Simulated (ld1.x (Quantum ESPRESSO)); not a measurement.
What one change does to a pseudopotential (Ti (Z = 22), TM)

titanium (Ti), norm-conserving Troullier–Martins (Kleinman–Bylander form), made with ld1.x (Quantum ESPRESSO) 7.5 (LDA (PZ), fully relativistic). Core [Ne] 3s2, reference 3p6 3d2 4s2 4p0. Waves: 4s (bound): rc 3.10 bohr; 3p (bound): rc 1.15 bohr; 3d (bound): rc 1.45 bohr. Local part: the d channel. Core correction: none.

Open shells are filled in proportion to 2j + 1 (rel_dist='average').

Change: wave 4s (bound): rc 3.10 bohr becomes 4s (bound): rc 4.30 bohr.

Cutoffs: the cutoffs (Ry, on a coarse ladder) from which the occupation-weighted sum of valence levels, in a spherical-Bessel basis at the reference potential, stays within 10 and 1 mRy of its value at 400 Ry; they do not see the model core or the augmentation charge, which bear on the density cutoff. Errors are all-electron minus pseudo energies relative to the spin-unpolarised reference configuration.

**Question.** How do hardness, ghosts and transferability respond?

**Answer.** The potential gets neither clearly harder nor softer (90 Ry and 110 Ry → 90 Ry and 100 Ry); both files keep a bound ghost (s); of the 7 tests that both files solve, the error grows in 7 and shrinks in 0 by more than 15 % and 0.3 meV (median size 36.4 → 129.4 meV). More of the atom is replaced by a form fitted at one configuration, so other configurations suffer.

| quantity | base | changed |
| --- | --- | --- |
| cutoff, loose | 90 Ry | 90 Ry |
| cutoff, tight | 110 Ry | 100 Ry |
| bound ghosts | s | s |
| error for 3p6 3d2 4s1 4p0, meV [ΔE 7.54 eV] | 0.0 | -6.8 |
| error for 3p6 3d2 4s0 4p0, meV [ΔE 21.34 eV] | -16 | -138 |
| error for 3p6 3d1 4s0 4p0, meV [ΔE 48.52 eV] | +116 | -394 |
| error for 3p6 3d2 4s0 4p1, meV [ΔE 11.38 eV] | -53 | -129 |
| error for 3p6 3d2 4s1 4p1, meV [ΔE 3.14 eV] | -24 | -35 |
| error for 3p6 3d0 4s0 4p0, meV [ΔE 92.06 eV] | +324 | -671 |
| error for 3p6 3d3 4s1 4p0, meV [ΔE 1.06 eV] | -36 | +48 |

Base: These tests converged, but a pseudo level misses the all-electron one widely, so the file describes the atom poorly there or has found another state: 3p6 3d1 4s0 4p0: empty 4s by 5.6 eV (a node warning on the way). A true bound ghost makes a file unfit for plane-wave use even where its test errors are small: the radial tests pick states by their node count and pass the ghost by.
